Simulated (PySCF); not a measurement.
fulvene (C6H6), SMILES C=C1C=CC=C1.

Geometry: PBE0-D3(BJ)/def2-SVP.

Computed with PySCF with SMD-ωB97X/6-31G*.

Solvation free energies are E(SMD) − E(gas) at the gas-phase geometry, for 1 M in both phases. In vacuum the dipole moment is 0.58 D.

Q: Rank water, acetonitrile, tetrahydrofuran by solvation free energy, most negative first.

A: acetonitrile (-5.4 kcal/mol), tetrahydrofuran (-4.7 kcal/mol), water (-0.9 kcal/mol)
